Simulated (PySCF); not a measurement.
A structure optimised at B3LYP-D3(BJ)/def2-SVP, used in a PySCF frequency run:

```xyz
7

F     -2.7867    -0.7929    -0.3150
C     -1.8136    -0.0588    -0.8631
C     -0.5650    -0.1071    -0.4742
C      0.6890    -0.0983    -0.1080
F      1.6178    -0.8971    -0.6217
Cl     1.3437     0.9538     1.1044
H     -2.1845     0.5809    -1.6728
```

Write its SMILES and formula.

FC=C=C(F)Cl, C₃HClF₂

What are its rotational constants (standard atomic weights)?

5.7138, 1.3890, 1.1697 GHz
